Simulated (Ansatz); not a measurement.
Consider the ligand exchange at the Sn–Br bond: `[CH3][Sn][Br]` + H₂S → `[CH3][Sn][SH]` + HBr.

Calculated with Ansatz (gas phase, PBE0-D4/def2-TZVP geometries, no zero-point term in ΔE). CBS: MP2 limit from def2 TZ/QZ plus the TZ coupled-cluster correction, frozen cores. This one scheme is used for every species. DFT in def2-TZVPP. Elements past krypton have def2 core potentials. For Br, Sn outer-core shells are correlated without core-valence functions, which leaves a few kJ/mol of doubt a bond. Scalar relativity is left out up to krypton. One conformer a species, not always the lowest.

`[CH3][Sn][Br]`:

```xyz
6

C    -0.018    0.388    0.599
Sn   -0.933    0.190   -1.368
Br    0.499   -1.794   -2.037
H     1.059    0.534    0.484
H    -0.166   -0.540    1.159
H    -0.441    1.222    1.163
```

H₂S:

```xyz
3

S     0.257   -0.080   -0.558
H     0.244   -0.804    0.570
H    -0.500    0.884   -0.012
```

`[CH3][Sn][SH]`:

Z-matrix (Å, degrees):
```
C
Sn 1 2.190
H 1 1.094 2 109.6
H 1 1.094 2 109.6 3 118.5
H 1 1.091 2 111.6 3 -120.8
S 2 2.432 1 94.7 3 -59.1
H 6 1.344 2 96.6 1 0.1
```

HBr:

```xyz
2

Br   -0.174    0.159    0.670
H     0.174   -0.159   -0.670
```

Problem. Is it downhill or uphill in electronic energy at CCSD(T)/CBS, and by how much? (Estimate.)

Solution. Computed: Uphill: ΔE = +46.7 kJ/mol.

Problem. What do these levels give: r2SCANh-D4, PBE, r2SCAN, MP2/def2-TZVPP, MP2/CBS(def2), CCSD/CBS(def2)? (Best estimate.)

Solution. Computed: r2SCANh-D4 45.3, PBE 41.8, r2SCAN 44.6, MP2/def2-TZVPP 43.2, MP2/CBS(def2) 47.3, CCSD/CBS(def2) 50.1 kJ/mol.

Largest T1 diagnostic among the species: 0.015.

In def2-TZVPP, CCSD(T) changes the Hartree–Fock value by −19.5 kJ/mol (the triples alone add −3.4 kJ/mol) and MP2 by −18.8 kJ/mol. Leaving LDA and LC-ωPBE aside and taking each functional with its dispersion term where it has one, the values, not all of them listed here, spread over 13.2 kJ/mol, from revPBE-D4 to BHLYP-D4. LDA lies −5.7 kJ/mol from PBE without D4.
